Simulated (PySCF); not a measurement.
PBE on Zr- (zirconium, charge -1), [Kr] 4d3 5s2, high-spin 4F determinant. All numbers are calculated (PySCF 2.14, scalar relativity through the core potential, in aug-cc-pVTZ-PP with one added diffuse shell each of s, p, d, f, g type with ECP28MDF (7s7p6d4f3g, 113 functions)).

```
cycle= 1 E= -46.7520575342912  delta_E= 0.00546  |g|= 0.019  |ddm|=  7.3
cycle= 2 E= -46.7522012403911  delta_E= -0.000144  |g|= 0.0286  |ddm|= 0.462
cycle= 3 E= -46.7527797483516  delta_E= -0.000579  |g|= 0.00324  |ddm|= 0.32
cycle= 4 E= -46.7527926251547  delta_E= -1.29e-05  |g|= 0.000483  |ddm|= 0.276
cycle= 5 E= -46.7527931848213  delta_E= -5.6e-07  |g|= 9e-05  |ddm|= 0.0824
cycle= 6 E= -46.7527932389368  delta_E= -5.41e-08  |g|= 2.44e-05  |ddm|= 0.0261
cycle= 7 E= -46.7527932421674  delta_E= -3.23e-09  |g|= 1.33e-06  |ddm|= 0.00931
cycle= 8 E= -46.7527932421704  delta_E= -3.02e-12  |g|= 2.45e-07  |ddm|= 2.32e-05
converged SCF energy = -46.7527932421704  <S^2> = 4.7450353  2S+1 = 4.4699151
```

Highest occupied orbital energy: 0.572 eV; ⟨L²⟩ = 12.02; populations by l: s 4.00, p 6.00, d 3.00, f 0.00.

(1) Can this result be used?

## Answers

(1) With care. The calculation finished and met its thresholds. Energies and moments cover only the electrons outside the core potential. ⟨S²⟩ = 4.75 against 3.75 shows spin contamination. At PBE the highest occupied level has a positive energy, so only the finite basis holds that electron; in a semilocal or global hybrid functional this comes from self-interaction and does not mean that the real anion is unbound.
